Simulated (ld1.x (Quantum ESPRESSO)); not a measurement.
## An all-electron radial function and its pseudo partner (Lu)

Columns: radius, all-electron u(r) and pseudo u(r) of the 5d shell (level -1.75 eV) of lutetium in the configuration [Kr] 4d10 4f14 5s2 5p6 5d1 6s2 6p0; PBE, scalar-relativistic, RRKJ scheme, ld1.x (Quantum ESPRESSO) 7.5.

| r (bohr) | all-electron | pseudo |
| --- | --- | --- |
| 0.120 | 0.1527 | 0.0011 |
| 0.240 | -0.0344 | 0.0089 |
| 0.360 | -0.2153 | 0.0287 |
| 0.480 | -0.2133 | 0.0637 |
| 0.600 | -0.1014 | 0.1144 |
| 0.720 | 0.0436 | 0.1783 |
| 0.840 | 0.1827 | 0.2511 |
| 0.960 | 0.3009 | 0.3268 |
| 1.080 | 0.3949 | 0.3997 |
| 1.200 | 0.4661 | 0.4644 |
| 1.320 | 0.5178 | 0.5171 |
| 1.440 | 0.5533 | 0.5562 |
| 1.560 | 0.5760 | 0.5817 |
| 1.680 | 0.5887 | 0.5950 |
| 1.800 | 0.5938 | 0.5989 |
| 1.920 | 0.5931 | 0.5960 |
| 2.040 | 0.5882 | 0.5892 |
| 2.160 | 0.5801 | 0.5802 |
| 2.280 | 0.5697 | 0.5697 |
| 2.400 | 0.5578 | 0.5578 |
| 2.520 | 0.5449 | 0.5449 |
| 2.640 | 0.5312 | 0.5312 |
| 2.760 | 0.5172 | 0.5172 |
| 2.880 | 0.5029 | 0.5029 |
| 3.000 | 0.4885 | 0.4885 |
| 3.120 | 0.4739 | 0.4739 |

(1) How many radial nodes do the two functions have?

(2) At about which radius was the pseudo-wave matched?

(3) Is the pseudo-wave norm-conserving?

Answers

(1) The all-electron 5d function has n − l − 1 = 2; the pseudo-wave has 0, since the states of the same l below it are removed with the core.

(2) 2.25 bohr, where the columns begin to agree (steps of 0.12 bohr).

(3) Yes: the RRKJ scheme keeps the norm inside the radius equal to the all-electron one, which fixes the energy derivative of the logarithmic derivative at the level.
